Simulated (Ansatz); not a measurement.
Cost and result up the ladder for cyclo-(H2SiNH)2 (Si2N2H6) (10 atoms). Total charge 0; singlet. Geometry: PBE-D4/def2-SVP.

```xyz
10

Si    0.3380    0.0637    1.2307
H    -0.5741   -0.0986    2.4230
H     1.7256    0.3155    1.7702
N     0.2509   -1.1885   -0.0074
Si   -0.3379   -0.0636   -1.2307
H    -1.7255   -0.3155   -1.7702
H     0.5742    0.0987   -2.4231
N    -0.2510    1.1885    0.0075
H     0.7990   -2.0410   -0.1139
H    -0.7993    2.0409    0.1139
```

Ansatz on 2 threads of Arm Neoverse V2 on a shared host. Times are rough, and most runs start from the orbitals of an earlier one. ωB97M-V/def2-TZVP serves as the yardstick here, not as an exact answer. Differences are given only for rows in sets of like size (and for xTB, whose basis is part of the method), since another set adds its own error. Binding counts from free atoms at the same level (Si triplet, H doublet, N quartet; other spins of the atoms weren't run), without zero-point energy or a counterpoise term.

HSE06 is defined as in plane-wave codes, on full-range PBE exchange. Correlated methods freeze 12 core orbitals.

Correlated methods converge slowly with the basis.

```tsv
level	functions	wall time
HF/STO-3G	34	0.15 s
PBE-D4/def2-SVP	94	1.1 s
HF/def2-TZVP	172	1.2 s
PBE0-D4/def2-SVP	94	1.4 s
MP2/def2-TZVP	172	1.9 s
PBE-D4/def2-TZVP	172	2.1 s
HSE06-D4/def2-TZVP	172	2.9 s
CAM-B3LYP-D4/def2-TZVP	172	3.2 s
PBE0-D4/def2-TZVP (with forces)	172	4.3 s
r2SCAN-D4/def2-TZVP	172	4.4 s
r2SCANh-D4/def2-TZVP	172	5.5 s
ωB97M-V/def2-TZVP	172	9.5 s
B97M-V/def2-TZVP	172	9.5 s
CCSD(T)/def2-TZVPP	230	1.7 min
```

Question: Estimate what each level gives for the binding energy per atom (eV).

Answer: 
```tsv
level	binding energy per atom (eV)	difference from ωB97M-V/def2-TZVP (eV)
HF/STO-3G	2.85	–
PBE-D4/def2-SVP	3.51	–
HF/def2-TZVP	2.48	-1.07
PBE0-D4/def2-SVP	3.46	–
MP2/def2-TZVP	3.40	-0.15
PBE-D4/def2-TZVP	3.55	0.00
HSE06-D4/def2-TZVP	3.50	-0.05
CAM-B3LYP-D4/def2-TZVP	3.56	0.00
PBE0-D4/def2-TZVP (with forces)	3.50	-0.05
r2SCAN-D4/def2-TZVP	3.51	-0.04
r2SCANh-D4/def2-TZVP	3.49	-0.06
ωB97M-V/def2-TZVP	3.55	0.00
B97M-V/def2-TZVP	3.53	-0.02
CCSD(T)/def2-TZVPP	3.43	-0.13
```
